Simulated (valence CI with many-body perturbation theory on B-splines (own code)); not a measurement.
## Forbidden lines of Nb²⁷⁺

Computed by valence CI with perturbative core correlation (CI+MBPT): four valence electrons over a frozen Dirac-Fock core [Ne], radial functions for each j: 11 s, 11 p, 9 d, 7 f, 5 g, 2 h, 1 i, with the one-electron correlation potential Σ1, the two-electron term Σ2, the three-electron term Σ3, Breit, model QED; selected CI, second order for the rest (own B-spline code, finite nucleus).

No measured spectrum was set against this ion. As an estimate, large intervals hold to a few tenths of a per cent, small ones and those within an open d or f shell to about a per cent.

Lines 1 to 9 of 9 in falling wavelength, among levels below 1975600 cm⁻¹, chosen from the decays that carry over 1 % of a level's rate. Wavelengths and rates use the calculated energies. Electric multipoles are in the length gauge, E1 and E2 with the static RPA response of the core. Weak lines are less certain than strong ones. Lines between different terms over intervals too small for the method are left out, as are lines whose strength nearly cancels.

Names give the largest LS component (configuration and term), which can be under half, so a name can repeat, a term be missing and a line seem to break the LS rules; names also repeat where a configuration has a term twice.

| λ vac (nm) | Upper | Lower | Type | A (s⁻¹) | Branch % |
| --- | --- | --- | --- | --- | --- |
| 295.6 | 3s2 3p2 1D_2 | 3s2 3p2 3P_1 | M1 | 2.62e+02 | 81.7 |
| 80.30 | 3s2 3p 3d 3F°_4 | 3s2 3p 3d 3F°_3 | M1 | 3.37e+04 | 85.5 |
| 70.50 | 3s2 3p2 3P_1 | 3s2 3p2 3P_0 | M1 | 4.14e+04 | 100.0 |
| 59.59 | 3s2 3p2 3P_2 | 3s2 3p2 1D_2 | M1 | 4.78e+04 | 46.2 |
| 56.92 | 3s2 3p2 1D_2 | 3s2 3p2 3P_0 | E2 | 5.84e+01 | 18.3 |
| 49.59 | 3s2 3p2 3P_2 | 3s2 3p2 3P_1 | M1 | 5.55e+04 | 53.6 |
| 35.34 | 3s2 3p2 1S_0 | 3s2 3p2 3P_1 | M1 | 2.37e+05 | 99.6 |
| 30.57 | 3s2 3p 3d 3F°_4 | 3s 3p3 3D°_3 | M1 | 4.45e+03 | 11.3 |
| 18.77 | 3s2 3p 3d 3F°_4 | 3s 3p3 5S°_2 | E2 | 4.60e+02 | 1.2 |
